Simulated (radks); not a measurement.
Task: Species: Tc2+. Configuration: [Kr] 4d5. Method: Dirac Kohn-Sham, LDA (Slater exchange, Perdew-Wang correlation), spin-unpolarised, spherical densities, point nucleus; open shells are shared between the two j in proportion to 2j + 1; speed of light set to 116.481 atomic units (0.85 times the physical value, a model run); computed with a radial shooting solver on a logarithmic mesh with Libxc functionals.

Spin-orbit splittings of the eigenvalues, e(l+1/2) - e(l-1/2), with zeta = 2 splitting/(2l+1) and mean radii in bohr:

| shell | occ. | splitting (eV) | zeta (eV) | <r> j=l-1/2 | <r> j=l+1/2 |
|---|---|---|---|---|---|
| 2p | 6 | 167.4 | 111.6 | 0.1250 | 0.1316 |
| 3p | 6 | 28.09 | 18.73 | 0.4046 | 0.4195 |
| 3d | 10 | 5.250 | 2.100 | 0.3968 | 0.4016 |
| 4p | 6 | 4.260 | 2.840 | 1.137 | 1.180 |
| 4d | 5 | ? | ? | 1.615 | 1.637 |

Estimate the 4d splitting.

Result: 0.4263 eV (zeta = 0.1705 eV).
